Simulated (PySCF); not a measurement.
A GIAO shielding run with PySCF (density fitting, non-relativistic, gas phase) on `CC1(C)CN[SiH2]S[SiH2]1`, C4H13NSSi2:

```
$ OMP_NUM_THREADS=1 python probes_run.py task.json out

{"job": {"kind": "nmr", "xc": "PBE0", "basis": "pcSseg-1"}, "charge": 0, "multiplicity": 1}
C     -1.404902     0.218465     1.303118
C     -0.748499     0.086483    -0.071072
C     -1.838614    -0.092300    -1.128758
C      0.139992    -1.171644    -0.095227
N      1.294553    -1.098717     0.771753
Si     2.761493    -0.343581     0.321657
S      2.243531     1.124115    -1.181864
Si     0.298209     1.651445    -0.465790
H     -0.658584     0.338044     2.086427
H     -2.059968     1.086610     1.329324
H     -2.002789    -0.665527     1.528514
H     -2.409571    -1.001793    -0.940699
H     -1.406283    -0.163132    -2.124952
H     -2.526545     0.750151    -1.114785
H      0.498769    -1.327641    -1.115905
H     -0.458804    -2.046599     0.183445
H      1.090191    -1.305606     1.733984
H      3.685944    -1.231504    -0.373941
H      3.327038     0.327412     1.484804
H      0.444573     2.466565     0.741450
H     -0.278655     2.415697    -1.562547
```

Hardware: 1 thread of an Arm Neoverse N1, shared host. The job also computes population analyses, field gradients, ring-centre shieldings.

Q: How large is the calculation?

A: 88 electrons, 222 basis functions and 1217 auxiliary functions.

Q: How long does it take, and how much memory does it need?

A: 80 s of wall time, with 13 SCF cycles and 4 response iterations; peak memory 1.1 GiB. Times on a shared host scatter by some tens of per cent.
